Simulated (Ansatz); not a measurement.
Mulliken charges of `[CH3][Al]([F])[F]` from r2SCAN/def2-TZVPP in Ansatz (PBE0-D4/def2-TZVP geometry).

```tsv
atom	x (Å)	y (Å)	z (Å)	charge (e)
C1	-0.254	0.826	-0.239	-0.391
Al2	0.293	-0.956	0.246	0.856
F3	1.513	-1.220	1.316	-0.355
F4	-0.423	-2.298	-0.379	-0.355
H5	-1.076	0.816	-0.956	0.084
H6	-0.573	1.385	0.645	0.080
H7	0.581	1.379	-0.678	0.080
```

By hand: the dipole of these point charges (1 e Å = 4.8032 D).

Σ q r = (-0.127, 0.397, -0.112) e Å, of length 0.432 e Å = 2.07 D.

How does the dipole of the full density compare? (Estimate.)

The calculation gave: (-0.130, 0.420, -0.116) e Å, 2.18 D; the point charges give 0.95 times that, at 1° from its direction.

Point charges leave out the atoms' own dipoles, such as those of lone pairs, and Mulliken's split depends on the basis, so the close match here is no proof of good charges.
